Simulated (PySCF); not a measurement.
Dipole moment (D) of eight silicon and germanium compounds: PBE beside r2SCAN, computed with PySCF for isolated molecules in the bases named; differences from unrounded values. The eight are the first of their class met in an unordered collection, after screening for sound electronic states; none was chosen by its value, except that the dipole had to exceed 0.05 D. Each molecule has one DFT geometry for both levels.

```tsv
molecule	basis	r2SCAN
Si(Cl)3(OSiH3) (Cl₃H₃OSi₂), SMILES [SiH3]O[Si](Cl)(Cl)Cl	def2-TZVP	1.48
C₅H₆Si, SMILES [SiH2](C#C)C#CC	def2-TZVP	1.80
C2H7NOSi2, SMILES C[SiH2][SiH2]OC#N	def2-TZVP	5.75
Si(H)2(OH)(SMe) (CH6OSSi), SMILES CS[SiH2]O	def2-TZVP	2.06
BH6NO2Si, SMILES [SiH3]NB(O)O	def2-TZVP	2.20
2-chlorosilylpropan-2-ol (C₃H₉ClOSi), SMILES CC(O)(C)[SiH2]Cl	def2-TZVP	1.68
C₂H₉NSi₃, SMILES [C@@H](C#N)([SiH3])[SiH2][SiH3]	def2-TZVP	3.73
CH8FNOSi2, SMILES C[SiH2]N[Si@@H](F)O	def2-TZVP	0.98
```

Q: Estimate the PBE values and say how PBE differs from r2SCAN over the set. (The exact figures need the calculation; the answer reports its results.)

A: 
```tsv
molecule	PBE	difference
Si(Cl)3(OSiH3) (Cl₃H₃OSi₂), SMILES [SiH3]O[Si](Cl)(Cl)Cl	1.44	-0.04
C₅H₆Si, SMILES [SiH2](C#C)C#CC	1.73	-0.06
C2H7NOSi2, SMILES C[SiH2][SiH2]OC#N	5.66	-0.09
Si(H)2(OH)(SMe) (CH6OSSi), SMILES CS[SiH2]O	1.97	-0.08
BH6NO2Si, SMILES [SiH3]NB(O)O	2.15	-0.05
2-chlorosilylpropan-2-ol (C₃H₉ClOSi), SMILES CC(O)(C)[SiH2]Cl	1.60	-0.08
C₂H₉NSi₃, SMILES [C@@H](C#N)([SiH3])[SiH2][SiH3]	3.61	-0.12
CH8FNOSi2, SMILES C[SiH2]N[Si@@H](F)O	0.96	-0.02
```
PBE lies below r2SCAN in 8 and above it in 0 of the eight; the mean signed difference is -0.07 and the largest -0.12 D.
